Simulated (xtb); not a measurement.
xtb input (GFN1-xTB):

```bash
xtb mol.xyz --gfn 1 --sp --chrg -1 --uhf 0
```
mol.xyz:
```
17

C      3.11326571     0.14954287    -0.08124591
C      1.78748662    -0.42601301     0.41762549
C      0.56009803     0.23708908    -0.20525635
C     -0.77908281    -0.31435423     0.27151064
C     -2.03191807     0.37024336    -0.37131236
O     -3.19506019    -0.10216955     0.03684895
H      3.20417429     0.03554581    -1.16536467
H      3.97605337    -0.34183615     0.37951201
H      3.18138251     1.21880918     0.13921465
H      1.73579525    -0.32707519     1.50780067
H      1.75842817    -1.50209168     0.21231375
H      0.62019035     0.13877398    -1.29726365
H      0.59753031     1.31519760    -0.00022533
H     -0.86930234    -0.20557939     1.35979613
H     -0.84652172    -1.38826372     0.05585521
H     -1.83666055     0.28974363    -1.49612697
H     -1.85968495     1.48508394    -0.17823249
```

Output:

```
           -------------------------------------------------
          |                Calculation Setup                |
           -------------------------------------------------

           -------------------------------------------------
          |                 G F N 1 - x T B                 |
           -------------------------------------------------

        Reference                      10.1021/acs.jctc.7b00118
      * Hamiltonian:
        H0-scaling (s, p, d)           1.850000    2.250000    2.000000
        zeta-weighting                 0.000000
      * Dispersion:
        s8                             2.400000
        a1                             0.630000
        a2                             5.000000
        s9                             0.000000
      * Repulsion:
        kExp                           1.500000
        rExp                           1.000000
      * Coulomb:
        alpha                          2.000000
        third order                    atomic
        anisotropic                    false
      * Halogen bond correction:
        rad-scale                      1.300000
        damping                        0.440000

          ...................................................
          :                      SETUP                      :
          :.................................................:
          :  # basis functions                  46          :
          :  # atomic orbitals                  46          :
          :  # shells                           34          :
          :  # electrons                        38          :
          :  # halogen bonds                     0          :
          :  max. iterations                   250          :
          :  Hamiltonian                  GFN1-xTB          :
          :  restarted?                      false          :
          :  GBSA solvation                  false          :
          :  PC potential                    false          :
          :  electronic temp.          300.0000000     K    :
          :  accuracy                    1.0000000          :
          :  -> integral cutoff          0.2500000E+02      :
          :  -> integral neglect         0.1000000E-07      :
          :  -> SCF convergence          0.1000000E-05 Eh   :
          :  -> wf. convergence          0.2000000E-04 e    :
          :  Broyden damping             0.4000000          :
          :  net charge                         -1          :
          :  unpaired electrons                  0          :
          ...................................................

 iter      E             dE          RMSdq      gap      omega  full diag
   1    -21.5369112 -0.215369E+02  0.792E+00    6.68       0.0  T
   2    -21.6183854 -0.814742E-01  0.475E+00    4.48       1.0  T
   3    -21.6204910 -0.210555E-02  0.852E-01    2.28       1.0  T
   4    -21.6232684 -0.277744E-02  0.897E-02    2.83       1.0  T
   5    -21.6234131 -0.144731E-03  0.313E-02    2.80       1.0  T
   6    -21.6234236 -0.104813E-04  0.763E-03    2.84       3.2  T
   7    -21.6234241 -0.468726E-06  0.233E-03    2.86      10.4  T
   8    -21.6234241 -0.500181E-07  0.216E-04    2.87     112.5  T
   9    -21.6234241 -0.331024E-09  0.534E-05    2.87     454.3  T
  10    -21.6234241 -0.498446E-11  0.202E-05    2.87    1198.6  T

   *** convergence criteria satisfied after 10 iterations ***

         #    Occupation            Energy/Eh            Energy/eV
      -------------------------------------------------------------
         1        2.0000           -0.5332429             -14.5103
       ...           ...                  ...                  ...
        13        2.0000           -0.3232916              -8.7972
        14        2.0000           -0.3195637              -8.6958
        15        2.0000           -0.2848822              -7.7520
        16        2.0000           -0.2790595              -7.5936
        17        2.0000           -0.2383809              -6.4867
        18        2.0000           -0.1350268              -3.6743
        19        2.0000           -0.1290019              -3.5103 (HOMO)
        20                         -0.0236881              -0.6446 (LUMO)
        21                          0.0108724               0.2959
        22                          0.0288590               0.7853
        23                          0.0379300               1.0321
        24                          0.0573691               1.5611
       ...                                ...                  ...
        46                          0.6312297              17.1766
      -------------------------------------------------------------
                  HL-Gap            0.1053138 Eh            2.8657 eV
             Fermi-level           -0.0763450 Eh           -2.0775 eV

 SCC (total)                   0 d,  0 h,  0 min,  0.013 sec
 SCC setup                      ...        0 min,  0.000 sec (  0.711%)
 Dispersion                     ...        0 min,  0.000 sec (  0.529%)
 classical contributions        ...        0 min,  0.000 sec (  0.174%)
 integral evaluation            ...        0 min,  0.003 sec ( 23.948%)
 iterations                     ...        0 min,  0.003 sec ( 24.367%)
 molecular gradient             ...        0 min,  0.006 sec ( 49.293%)
 printout                       ...        0 min,  0.000 sec (  0.866%)

         :::::::::::::::::::::::::::::::::::::::::::::::::::::
         ::                     SUMMARY                     ::
         :::::::::::::::::::::::::::::::::::::::::::::::::::::
         :: total energy             -21.400689360490 Eh    ::
         :: gradient norm              0.034324336780 Eh/a0 ::
         :: HOMO-LUMO gap              2.865734834481 eV    ::
         ::.................................................::
         :: SCC energy               -21.623424144562 Eh    ::
         :: -> electrostatic           0.220186268950 Eh    ::
         :: repulsion energy           0.228233883800 Eh    ::
         :: dispersion energy         -0.005499099728 Eh    ::
         :: halogen bond corr.         0.000000000000 Eh    ::
         :: add. restraining           0.000000000000 Eh    ::
         :: total charge              -1.000000000000 e     ::
         :::::::::::::::::::::::::::::::::::::::::::::::::::::

           -------------------------------------------------
          |                Property Printout                |
           -------------------------------------------------

    * Orbital Energies and Occupations

         #    Occupation            Energy/Eh            Energy/eV
      -------------------------------------------------------------
         1        2.0000           -0.5332429             -14.5103
       ...           ...                  ...                  ...
         7        2.0000           -0.4117402             -11.2040
         8        2.0000           -0.3924331             -10.6786
         9        2.0000           -0.3887514             -10.5785
        10        2.0000           -0.3748330             -10.1997
        11        2.0000           -0.3526670              -9.5966
        12        2.0000           -0.3457890              -9.4094
        13        2.0000           -0.3232916              -8.7972
        14        2.0000           -0.3195637              -8.6958
        15        2.0000           -0.2848822              -7.7520
        16        2.0000           -0.2790595              -7.5936
        17        2.0000           -0.2383809              -6.4867
        18        2.0000           -0.1350268              -3.6743
        19        2.0000           -0.1290019              -3.5103 (HOMO)
        20                         -0.0236881              -0.6446 (LUMO)
        21                          0.0108724               0.2959
        22                          0.0288590               0.7853
        23                          0.0379300               1.0321
        24                          0.0573691               1.5611
        25                          0.0675934               1.8393
        26                          0.0898648               2.4453
        27                          0.0942654               2.5651
        28                          0.1199188               3.2632
        29                          0.1330018               3.6192
        30                          0.1631361               4.4392
       ...                                ...                  ...
        46                          0.6312297              17.1766
      -------------------------------------------------------------
                  HL-Gap            0.1053138 Eh            2.8657 eV
             Fermi-level           -0.0763450 Eh           -2.0775 eV

  Mulliken/CM5 charges         n(s)   n(p)   n(d)
     1C    -0.08511 -0.23534   1.006  3.079  0.000
     2C    -0.03974 -0.15188   1.027  3.013  0.000
     3C    -0.04608 -0.15637   1.029  3.017  0.000
     4C    -0.08445 -0.19187   1.046  3.038  0.000
     5C     0.27718  0.21341   0.963  2.760  0.000
     6O    -0.84951 -0.90474   1.748  5.101  0.000
     7H     0.01287  0.06414   0.987  0.000  0.000
     8H     0.00287  0.05337   0.997  0.000  0.000
     9H     0.01287  0.06414   0.987  0.000  0.000
    10H     0.00693  0.06159   0.993  0.000  0.000
    11H     0.00693  0.06159   0.993  0.000  0.000
    12H     0.00020  0.05545   1.000  0.000  0.000
    13H     0.00020  0.05545   1.000  0.000  0.000
    14H    -0.00773  0.04892   1.008  0.000  0.000
    15H    -0.00773  0.04892   1.008  0.000  0.000
    16H    -0.09984 -0.04340   1.100  0.000  0.000
    17H    -0.09984 -0.04340   1.100  0.000  0.000

Wiberg/Mayer (AO) data.
largest (>0.10) Wiberg bond orders for each atom

 ---------------------------------------------------------------------------
     #   Z sym  total        # sym  WBO       # sym  WBO       # sym  WBO
 ---------------------------------------------------------------------------
     1   6 C    3.994 --     2 C    1.013     8 H    0.989     7 H    0.988
                             9 H    0.988
     2   6 C    3.992 --     1 C    1.013     3 C    0.999    10 H    0.980
                            11 H    0.980
     3   6 C    3.986 --     4 C    1.000     2 C    0.999    13 H    0.979
                            12 H    0.979
     4   6 C    3.958 --     3 C    1.000    14 H    0.978    15 H    0.978
                             5 C    0.908
     5   6 C    3.975 --     6 O    1.173    17 H    0.934    16 H    0.934
                             4 C    0.908
     6   8 O    1.426 --     5 C    1.173
     7   1 H    1.009 --     1 C    0.988
     8   1 H    1.009 --     1 C    0.989
     9   1 H    1.009 --     1 C    0.988
    10   1 H    1.014 --     2 C    0.980
    11   1 H    1.014 --     2 C    0.980
    12   1 H    1.014 --     3 C    0.979
    13   1 H    1.014 --     3 C    0.979
    14   1 H    1.027 --     4 C    0.978
    15   1 H    1.027 --     4 C    0.978
    16   1 H    1.024 --     5 C    0.934
    17   1 H    1.024 --     5 C    0.934
 ---------------------------------------------------------------------------

Topologies differ in total number of bonds
Writing topology from bond orders to xtbtopo.mol

 dipole moment from electron density (au)
     X       Y       Z
   5.2583   0.2094  -0.0980  total (Debye):   13.378

           -------------------------------------------------
          | TOTAL ENERGY              -21.400689360490 Eh   |
          | GRADIENT NORM               0.034324336780 Eh/α |
          | HOMO-LUMO GAP               2.865734834481 eV   |
           -------------------------------------------------

------------------------------------------------------------------------
------------------------------------------------------------------------
Note: The following floating-point exceptions are signalling: IEEE_DENORMAL
normal termination of xtb
 total:
 SCF:
```

It need not be the lowest isomer of its formula. Whether it binds its extra electron was not tested at this geometry.
